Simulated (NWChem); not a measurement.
**Correlation energy of bicarbonate (CHO3 (-1))**

SMILES: O=C([O-])O
```xyz
5

O      0.6016     1.1439     0.0000
C     -0.0410    -0.1708     0.0000
O     -1.2993    -0.1009     0.0000
O      0.7534    -1.1276     0.0000
H     -0.2000     1.7028     0.0000
```
Charge -1, spin multiplicity 1.

Program: NWChem. Structure: optimised with PBE/def2-SVP, a minimum by its harmonic frequencies. It is one conformer; others weren't searched.

Basis set: aug-cc-pVDZ. Each correlation energy counts from its own Hartree-Fock reference.

The correlated methods keep 4 core orbitals frozen. The anion's geometry comes from a basis without diffuse functions. Coupled-cluster values serve here as a point of comparison, not as the truth.

Task: One of these methods gave a correlation energy of -739.0 mHa. Which?
A. CR-CCSD(T)
B. SCS-MP2
C. CR-CCSD[T]
D. MP2

Result: D, MP2. The others give -708.1 (SCS-MP2), -762.8 (CR-CCSD[T]), -760.8 (CR-CCSD(T)).
